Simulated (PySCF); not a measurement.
NMR data sheet: C5H8F2O2Si

```yaml
Formula: C5H8F2O2Si
SMILES: CCC(=O)/C(=C\F)O[SiH2]F
Point_group_of_the_computed_structure: C1
Degrees_of_unsaturation: 2
Carbon_signals: 5
Proton_signals: 4
```

Molfile (atoms numbered from 1):
```
C5H8F2O2Si
     RDKit          3D

 18 17  0  0  0  0  0  0  0  0999 V2000
   -2.3565   -1.2849   -0.6277 C   0  0  0  0  0  0  0  0  0  0  0  0
   -1.6036    0.0387   -0.6026 C   0  0  0  0  0  0  0  0  0  0  0  0
   -0.1752   -0.1430   -0.1849 C   0  0  0  0  0  0  0  0  0  0  0  0
    0.3033   -1.2170    0.1070 O   0  0  0  0  0  0  0  0  0  0  0  0
    0.7197    1.0460   -0.1092 C   0  0  0  0  0  0  0  0  0  0  0  0
    0.3897    2.3199   -0.3575 C   0  0  0  0  0  0  0  0  0  0  0  0
   -0.8394    2.7069   -0.7230 F   0  0  0  0  0  0  0  0  0  0  0  0
    1.9762    0.7760    0.2507 O   0  0  0  0  0  0  0  0  0  0  0  0
    2.7116   -0.6673    0.5297 Si  0  0  0  0  0  4  0  0  0  0  0  0
    2.8035   -1.5245   -0.8230 F   0  0  0  0  0  0  0  0  0  0  0  0
   -3.3875   -1.1261   -0.9310 H   0  0  0  0  0  0  0  0  0  0  0  0
   -2.3461   -1.7443    0.3573 H   0  0  0  0  0  0  0  0  0  0  0  0
   -1.8856   -1.9728   -1.3251 H   0  0  0  0  0  0  0  0  0  0  0  0
   -1.6171    0.5079   -1.5893 H   0  0  0  0  0  0  0  0  0  0  0  0
   -2.0783    0.7411    0.0870 H   0  0  0  0  0  0  0  0  0  0  0  0
    1.0850    3.1421   -0.2837 H   0  0  0  0  0  0  0  0  0  0  0  0
    4.0412   -0.1064    0.7001 H   0  0  0  0  0  0  0  0  0  0  0  0
    2.2503   -1.4859    1.6268 H   0  0  0  0  0  0  0  0  0  0  0  0
  1  2  1  0
  2  3  1  0
  3  4  2  0
  3  5  1  0
  5  6  2  0
  6  7  1  0
  5  8  1  0
  8  9  1  0
  9 10  1  0
  1 11  1  0
  1 12  1  0
  1 13  1  0
  2 14  1  0
  2 15  1  0
  6 16  1  0
  9 17  1  0
  9 18  1  0
M  END
```

[PySCF: structure optimised with GFN2-xTB; PBE0/pcSseg-1 with gauge-including orbitals; non-relativistic; single conformer; fast rotation and ring inversion assumed for equivalent nuclei; gas phase]

References, each an isolated molecule treated in the same way: ¹H, ¹³C, ²⁹Si against TMS; CFCl3 for ¹⁹F; H2O for ¹⁷O.

| carbon | δC, type | δH (multiplicity) | HMBC from (2–3 bonds) | span of the C tensor (ppm) |
| --- | --- | --- | --- | --- |
| C1 | 9.0, CH3 | 1.30 (t) | H14/H15 | 9 |
| C2 | 39.0, CH2 | 2.89 (q) | H11/H12/H13 | 41 |
| C3 | 203.5, C | – | H16, H14/H15, H11/H12/H13 | 205 |
| C5 | 146.5, C | – | H16, H17/H18, H14/H15 | 143 |
| C6 | 162.3, CH | 7.99 (m) | – | 127 |

Other nuclei:
```
  atoms  nucleus                           environment  δ (ppm)  σ (ppm)
H17/H18       ¹H  hydrogen on a silicon bonded to F, O     5.17    26.55
     F7      ¹⁹F                      vinylic fluorine   -147.5    318.4
    F10      ¹⁹F                 fluorine bonded to Si   -170.3    341.2
    Si9     ²⁹Si           silicon bonded to F, O, 2 H    -35.1    384.2
     O4      ¹⁷O                         ketone oxygen    585.5   -249.5
     O8      ¹⁷O                oxygen bonded to C, Si    100.6    235.5
```

- Carbon types of the structure: 2 × C, 1 × CH, 1 × CH2, 1 × CH3, leaving 2 H on heteroatoms.
- δC 203.5: ketone carbonyl carbon; low-lying n→π* states of the double bond to the heteroatom give a large paramagnetic term (-273 ppm).
- δC 162.3: β carbon of a C=C–C=O unit; conjugation with the carbonyl draws π density from the β position.
- δC 146.5: alkene carbon bearing oxygen; an sp2 carbon further deshielded by the attached heteroatom.
- δC 39.0: sp3 CH2 α to a carbonyl; α to the electron-withdrawing carbonyl group.
- δC 9.0: methyl carbon; saturated and bonded to C and H only.

Splittings by ¹⁹F in the carbon and heteronuclear signals aren't shown, as no couplings were computed. Shifts are as computed. Against solution values, carbons near 30 ppm lie about +3 ppm off and those near 130 ppm about +5 ppm. Of 1309 compounds with measured shifts, 239 miss one by over three times the rms of a fit or turn the order of signals round; such compounds aren't used in these exercises. Unscaled 19F shifts against computed CFCl3 carry errors that often reach 10 to 50 ppm. Unscaled 17O shifts of doubly bonded oxygen tend to come out too high, by tens of ppm or more. Experimental scales use liquid or dissolved standards, which lie at an offset from isolated H2O (liquid H2O: subtract about 36 ppm). No couplings were computed; multiplicities are counted from neighbouring protons, with m where these are inequivalent, close in shift, in a saturated or five-membered ring or joined by F or P, and br s for small geminal =CH2 splittings.
